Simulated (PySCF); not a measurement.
La+: ionisation energy

La+ [Xe] 5d2 (3F) → La(2+) [Xe] 5d1 (2D), as a difference of total energies. Computed with PySCF 2.14 in x2c-QZVPPall, with scalar relativity by spin-free X2C-1e. The calculations carry no spin-orbit coupling.

```json
{"method": "UHF", "ionisation energy (eV)": "10.434", "difference from reference (eV)": "-0.751"}
{"method": "B3LYP", "ionisation energy (eV)": "11.333", "difference from reference (eV)": "+0.148"}
{"method": "TPSS", "ionisation energy (eV)": "11.346", "difference from reference (eV)": "+0.161"}
```

Reference: 11.185 eV (measured; NIST Atomic Spectra Database, ionization energies).

The reference lies between the lowest fine-structure levels, while these numbers refer to the centres of the terms.
